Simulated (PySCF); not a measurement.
Coordinates in bohr (charge 0 multiplicity 4):
```
Mo    0.0023   -0.0052    0.0000
O     0.0002   -1.7776    3.1042
O     0.0002   -1.7776   -3.1042
O     0.0640    3.5709    0.0000
H    -1.5363   -2.0937    4.0383
H    -1.5363   -2.0937   -4.0383
H     1.6464    4.4833    0.0000
```

All numbers come from UPBE0 in PySCF with Mo def2-SVP with ECP28, O def2-SVP, H def2-SVP; scalar-relativistic core potentials, no spin–orbit coupling; density-fitted integrals.

This geometry of Mo(OH)3 is a stationary point at this level.

Question: What is the point group?

Answer: Cs.

Question: Is it a minimum?

Answer: Yes: all harmonic wavenumbers are real.

Question: List the harmonic modes with their infrared intensities.

Answer: 
```csv
symmetry,ω (cm⁻¹),IR (km/mol)
a',152,4.9
a'',168,0.1
a',172,0.5
a'',384,142
a'',405,69.4
a',443,205
a'',656,189
a',666,251
a',674,18.7
a',692,0.6
a',709,134
a'',710,164
a',3843,144
a'',3848,109
a',3851,58.2
```

Question: Give the atomic charges and bond orders.

Answer: 
```json
{"atom": "Mo1", "Mulliken": "0.82", "Löwdin": "0.21", "polar tensor": "1.58", "spin (Mulliken)": "3.01", "Mayer order to Mo1": "–"}
{"atom": "O2,3,4", "Mulliken": "-0.48", "Löwdin": "-0.17", "polar tensor": "-0.83", "spin (Mulliken)": "-0.02", "Mayer order to Mo1": "1.12"}
{"atom": "H5,6,7", "Mulliken": "0.21", "Löwdin": "0.10", "polar tensor": "0.30", "spin (Mulliken)": "0.02", "Mayer order to Mo1": "0.03"}
```
Other Mayer orders above 0.3: O–H 0.94 (×3).

Question: What is the atomisation energy, with and without zero-point energy?

Answer: 2501 kJ/mol without, 2397 kJ/mol with.

Only a few start shapes were tried, so a lower isomer may exist. With open d or f shells other occupations or spin states may lie lower.
